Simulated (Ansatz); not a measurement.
```yaml
crystal:
  periodic: [false, false, false]
  atoms:
    - {symbol: O, position_ang: [-1.334855, -0.126436, -0.294593]}
    - {symbol: Ge, position_ang: [0.317954, 0.186998, 0.224237]}
    - {symbol: F, position_ang: [1.090673, -1.349608, 0.477170]}
    - {symbol: H, position_ang: [-1.394420, -0.538407, -1.159686]}
    - {symbol: H, position_ang: [1.145410, 0.875428, -0.869288]}
    - {symbol: H, position_ang: [0.217337, 0.887927, 1.575961]}
basis:
  gaussian: {orbitals: ANO-RCC-VTZP, fitting: {mean_field: def2-universal-jkfit}}
total_charge: 1
magnetization: {spin_polarized: true, initial_magnetization: 1}
hamiltonian: {xc: {name: HF}}
correlation: {method: mp2, frozen_orbitals: {O: 0}}
accuracy: high
```

```sh
$ ansatz run in.yaml --threads 2 --pin off --events-out ev --progress --plain --max-ram 22528MiB --backend cpu
```

Output, abridged:

```
Functional definition: HF
Error: "frozen_orbitals" has no count for Ge
```

In this input frozen orbitals are typed for one element alone, and the program wants a count for each. The input was rejected before any iteration.
